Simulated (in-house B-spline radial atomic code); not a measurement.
Values are calculated unless marked as measured or tabulated.
# C6 from the polarisability at imaginary frequency: As³⁺

B3LYP (VWN-RPA) linear response of the closed shell [Ar] 3d10 4s2, from an all-electron radial atomic-structure program (B-spline basis); scalar-relativistic (spin-free one-electron X2C), finite nucleus, no spin-orbit coupling; shells from n = 2 respond.

The dispersion coefficient of two like species is C6 = (3/π) ∫ α(iu)² du from 0 to ∞.

```json
{"u (hartree)": "0", "α(iu) (bohr³)": "6.735"}
{"u (hartree)": "0.24", "α(iu) (bohr³)": "5.677"}
{"u (hartree)": "0.56", "α(iu) (bohr³)": "3.477"}
{"u (hartree)": "0.96", "α(iu) (bohr³)": "1.998"}
{"u (hartree)": "1.6", "α(iu) (bohr³)": "1.109"}
{"u (hartree)": "2.4", "α(iu) (bohr³)": "0.7014"}
{"u (hartree)": "3.6", "α(iu) (bohr³)": "0.4452"}
{"u (hartree)": "5.6", "α(iu) (bohr³)": "0.2643"}
{"u (hartree)": "8", "α(iu) (bohr³)": "0.1667"}
{"u (hartree)": "12", "α(iu) (bohr³)": "0.09368"}
{"u (hartree)": "20", "α(iu) (bohr³)": "0.04203"}
{"u (hartree)": "40", "α(iu) (bohr³)": "0.0129"}
```

Q: Fit one oscillator, α(iu) = α(0)/(1 + u²/ω²), through u = 0.24 and estimate C6.

A: From α(0)/α(iu) − 1 = 6.735/5.677 − 1 = 0.1864, ω = u/√0.1864 = 0.5559 hartree (15.1 eV). London's formula gives C6 = (3/4) α(0)² ω = 0.75 × 6.735² × 0.5559 = 18.91 hartree·bohr⁶, and the oscillator holds f = α(0) ω² = 2.08 electrons, of a sum of oscillator strengths of 28.6.

Q: How does that compare with the full integral?

A: The program's quadrature over all excitations gives C6 = 21.13, so the single oscillator is off by -10.5 %. At the last point the fit gives α = 0.0013 against 0.0129: higher excitations, and deeper shells where there are any, keep the true curve higher at large u.
